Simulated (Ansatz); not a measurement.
Relaxation of CH$_{7}$BFP (11 atoms, charge 0, multiplicity 1), to a largest force component of 0.03 eV/Å in at most 50 steps.

Method: RKS PBE0-D4/6-31G* (Ansatz).

```xyz
11
Properties=species:S:1:pos:R:3:forces:R:3
B 0.095 -0.168 -0.039 0.06 -0.18 -0.37
F 0.025 -0.713 1.172 0.01 -0.36 0.18
C 1.469 -0.125 -0.783 0.00 -0.01 0.02
H 1.616 -1.106 -1.262 0.00 -0.01 -0.01
H 1.507 0.623 -1.580 0.00 0.00 0.00
H 2.315 0.020 -0.103 0.00 -0.01 0.00
H -0.950 0.167 -0.529 -0.01 0.01 -0.01
P -0.194 2.690 1.184 -0.02 0.26 0.14
H 1.031 3.028 1.825 -0.01 0.01 -0.01
H 0.447 2.379 -0.046 -0.01 0.00 0.01
H -0.168 1.352 1.656 -0.02 0.29 0.07
```

Problem. Where does it end, and by what steps?

Solution. The run converged. The force dipped under the threshold on the way, but the program's further checks kept it going. After 31 steps the energy has fallen by 0.151 eV; H10 moved furthest, 1.03 Å.

```csv
step,energy less start (eV),largest force component (eV/Å),accepted
0,0.0000,0.372,yes
2,-0.0734,1.011,no
4,-0.1295,0.052,yes
6,-0.1332,0.209,yes
8,-0.1374,0.062,yes
10,-0.1388,0.065,yes
12,-0.1401,0.112,yes
14,-0.1425,0.147,yes
16,-0.1452,0.109,yes
18,-0.1471,0.099,yes
20,-0.1490,0.119,yes
22,-0.1496,0.061,no
24,-0.1500,0.024,yes
26,-0.1505,0.036,yes
28,-0.1508,0.026,yes
30,-0.1508,0.068,no
31,-0.1510,0.020,yes
```

```xyz
11
Properties=species:S:1:pos:R:3
B 0.124 -0.332 -0.166
F -0.112 -0.789 1.061
C 1.585 -0.204 -0.700
H 1.741 -0.954 -1.489
H 1.742 0.767 -1.185
H 2.350 -0.353 0.068
H -0.847 -0.066 -0.824
P 0.029 3.032 1.422
H 1.348 2.652 1.047
H -0.536 2.599 0.189
H -0.231 1.796 2.071
```

The run took 100 s on 1 thread of Arm Neoverse V2, on a shared host, peak memory 0.15 GiB.
